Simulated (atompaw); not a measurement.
# Ranking PAW (atompaw) potentials for fluorine

All share these settings but for the change named:

| Quantity | Value |
| --- | --- |
| Element | F (Z = 9) |
| Generator | atompaw 4.2.0.5 |
| Type | PAW |
| Functional | PBE |
| Relativity | scalar-relativistic |
| Frozen core | [He] |
| Valence charge | 7 |
| Reference configuration | 2s1 2p6 |
| Partial waves | 2s (bound); 2s channel at 0.35 Ry; 2p (bound); 2p channel at 1.85 Ry |
| Local potential | vpsmatchnc scheme with l = 2 at 0 Ry, radius 0.75 bohr |
| Core correction | smooth core density matched at 0.80 bohr |
| Augmentation charge | besselshape compensation charge, radius 1.15 bohr; PAW radius 1.15 bohr; waves and projectors: bloechl |

Cutoff: the first of the cutoffs (Ry, on a coarse ladder) from which the occupation-weighted sum of valence levels, in a spherical-Bessel basis at the reference potential, stays within 10 and 1 mRy of its value at 400 Ry; the density cutoff is not measured.

The base gives 160 Ry.

Of 8 variants that were run, those that failed, showed a ghost or another fault, or gave nearly equal values are left out.

A variant can come out equal or close to the base.

Q: Rank these variants from softest to hardest (loose cutoff).
A. waves 2s (bound): rc 0.80 bohr; 2s channel at 0.35 Ry: rc 0.80 bohr; 2p (bound): rc 1.15 bohr; 2p channel at 1.85 Ry: rc 1.15 bohr; augmentation besselshape compensation charge, radius 1.15 bohr; PAW radius 1.15 bohr; waves and projectors: custom polynom2 7 10 vanderbiltortho
B. non-relativistic
C. all radii scaled by about 1.30 (s 1.04, p 1.50 bohr); local potential vpsmatchnc scheme with l = 2 at 0 Ry, radius 0.98 bohr; augmentation besselshape compensation charge, radius 1.50 bohr; PAW radius 1.50 bohr; waves and projectors: bloechl; core correction smooth core density matched at 1.04 bohr
D. waves 2s (bound): rc 0.80 bohr; 2s channel at 0.35 Ry: rc 0.80 bohr; 2p (bound): rc 1.15 bohr; 2p channel at 1.85 Ry: rc 1.15 bohr; augmentation besselshape compensation charge, radius 1.15 bohr; PAW radius 1.15 bohr; waves and projectors: custom polynom vanderbiltortho

A: D (60 Ry), C (140 Ry), B (160 Ry), A (260 Ry).
